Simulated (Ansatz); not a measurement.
Molecule: sum formula H3SiO2Cl2 (charge +1, singlet). It need not be the lowest isomer of its formula. 
Structure (B3LYP-D3(BJ)/def2-TZVP (Ansatz, a quantum-chemistry and plane-wave program) minimum search):
```
Si
O 1 1.5952
H 2 0.9635 1 126.41
O 1 1.8128 2 93.80 3 156.86
H 4 0.9723 1 124.37 2 152.80
H 4 0.9744 5 112.65 1 156.81
Cl 1 1.9890 2 117.67 3 46.80
Cl 1 1.9920 2 117.93 3 -96.06
```
Charge +1, spin multiplicity 1.

Parts of the frozen-core correlation energy in STO-3G (Ansatz, hartree). Frozen orbitals: 17; correlated occupied orbitals by spin: 16 and 16; virtual: 7 and 7. Spin-orbit coupling is left out. No relativistic terms.

| term | value |
|---|---|
| reference (HF) | -1344.13439 |
| MP2 opposite-spin | -0.10184 |
| MP2 same-spin | -0.02081 |
| CCSD correlation | -0.14892 |
| (T) | -0.00436 |
| T1 diagnostic | 0.010 |
| largest doubles amplitude | 0.059 |
